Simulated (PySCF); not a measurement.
**Krypton: a sound run and one with changed settings**

Sound run: Kr [Kr], Kr⁺ [Ar] 3d10 4s2 4p5. Computed with PySCF 2.14 in jorge-DZP-DKH (8s6p2d1f, 43 functions), with scalar relativity by spin-free X2C-1e. In the sound run the correlated levels freeze [Ar] 3d10. The sound run starts from symmetry-adapted Hartree-Fock orbitals and uses a fine grid where one is needed.

Changed run: no relativity, point nucleus. This setting is unsound on purpose.

| species | method | sound run (hartree) | changed run (hartree) | converged |
| --- | --- | --- | --- | --- |
| Kr | UHF | -2788.01286 | -2743.56817 | yes |
| Kr | TPSS | -2789.75841 | -2745.21593 | yes |
| Kr | LDA | -2785.99179 | -2741.68890 | yes |
| Kr | MP2 | -2788.06407 | -2743.61876 | yes |
| Kr | CCSD(T) | -2788.07072 | -2743.62540 | yes |
| Kr⁺ | UHF | -2787.52729 | -2743.07947 | yes |
| Kr⁺ | TPSS | -2789.23940 | -2744.69388 | yes |
| Kr⁺ | LDA | -2785.46468 | -2741.15930 | yes |
| Kr⁺ | MP2 | -2787.57020 | -2743.12194 | yes |
| Kr⁺ | CCSD(T) | -2787.57673 | -2743.12848 | yes |

Ionisation energy of Kr:

```json
{"method": "UHF", "sound run (eV)": "13.213", "changed run (eV)": "13.298"}
{"method": "TPSS", "sound run (eV)": "14.123", "changed run (eV)": "14.206"}
{"method": "LDA", "sound run (eV)": "14.343", "changed run (eV)": "14.411"}
{"method": "MP2", "sound run (eV)": "13.439", "changed run (eV)": "13.519"}
{"method": "SCS-MP2", "sound run (eV)": "13.418", "changed run (eV)": "13.500"}
{"method": "CCSD", "sound run (eV)": "13.439", "changed run (eV)": "13.519"}
{"method": "CCSD(T)", "sound run (eV)": "13.442", "changed run (eV)": "13.522"}
```

Most of the change in total energy is the relativistic energy itself. On top of that the contraction fixes the core shape for the Hamiltonian it was made with, so the changed run is not a good calculation with the other Hamiltonian either.

For comparison, NIST gives 14.000 eV between the lowest levels.
